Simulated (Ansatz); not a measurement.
Calculated with Ansatz (gas phase, PBE0-D4/def2-TZVP geometries, no zero-point term in ΔE). CCSD(T)/CBS adds triple-zeta CCSD(T) − MP2 to the extrapolated MP2 energy (def2 sets, frozen cores). This one scheme is used for every species. Functionals use def2-TZVPP. No spin–orbit coupling; open shells (•) take unrestricted orbitals. For Se outer-core shells are correlated without core-valence functions, which leaves a few kJ/mol of doubt a bond. Scalar relativity is left out up to krypton. Each species was taken in one conformer, which may not be the lowest.

`FB(Cl)[SeH]` → `F[B]Cl`• + `[SeH]`•  (homolysis of the B–Se bond)

`FB(Cl)[SeH]`:

```xyz
5

F     1.338   -1.301   -0.044
B     0.432   -0.369    0.169
Cl    0.242    0.260    1.789
Se   -0.617    0.222   -1.347
H    -1.396    1.188   -0.567
```

`F[B]Cl`•:

Z-matrix (Å, degrees):
```
B
F 1 1.300
Cl 1 1.737 2 122.7
```

`[SeH]`•:

Cartesian coordinates in Å:
```
Se -0.686 0.090 0.248
H 0.686 -0.090 -0.248
```

```json
{"level": "PBE-D4", "ΔE (kJ/mol)": "402.9"}
{"level": "BHLYP-D4", "ΔE (kJ/mol)": "381.7"}
```

Q: What does CCSD(T)/CBS give? (Best estimate.)

A: The calculation gave: +411.1 kJ/mol. The listed levels differ from it by -8.2, -29.4 kJ/mol.

Largest T1 diagnostic among the species: 0.015.

In def2-TZVPP, CCSD(T) changes the Hartree–Fock value by +119.7 kJ/mol (the triples alone add +11.0 kJ/mol) and MP2 by +134.7 kJ/mol; breaking electron pairs costs correlation energy, which Hartree–Fock lacks. From r2SCAN to r2SCAN0 (25 % exact exchange), in def2-TZVPP and without D4, ΔE moves by −5.5 kJ/mol: exact exchange takes away binding that semilocal exchange gives to molecules.
